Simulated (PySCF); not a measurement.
C2H6F2OSi, SMILES C(F)[SiH](CF)O. The structure is a stationary point at ωB97X-D3(BJ)/def2-SVP. Other conformers were not sampled.

Computed equilibrium geometry at ωB97X-D3(BJ)/def2-SVP (PySCF confirms it by a frequency run) as Cartesian coordinates in Å (one conformer of several):
```xyz
12

O      1.1782    -1.0698     0.7341
Si     0.2314    -0.1057    -0.2347
C      0.1924     1.6953     0.3656
F      1.4792     2.2181     0.3478
C     -1.5717    -0.6980    -0.2907
F     -1.6220    -1.9923    -0.7923
H      0.9530    -1.1687     1.6637
H      0.8360    -0.1795    -1.5845
H     -0.4547     2.3159    -0.2830
H     -0.2118     1.7808     1.3924
H     -2.1847    -0.0404    -0.9360
H     -2.0418    -0.6869     0.7112
```
